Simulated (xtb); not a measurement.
Pb(F)(SiH3) (FH3PbSi), SMILES [F][Pb][SiH3] (connectivity only; charge and spin as stated), neutral, multiplicity 1. All values are semi-empirical tight-binding results from xtb (GFN2-xTB unless named), good for trends rather than for accurate numbers. Geometry optimised at GFN2-xTB.

For metal compounds this method's bond lengths and energies can be far off.

Computed properties:
```
Item                                          Result
-------------------------------------  -------------
orbital gap                                  1.54 eV
zero-point energy                      15.2 kcal/mol
G − E(el) at 298.15 K (modified RRHO)  -5.4 kcal/mol
```
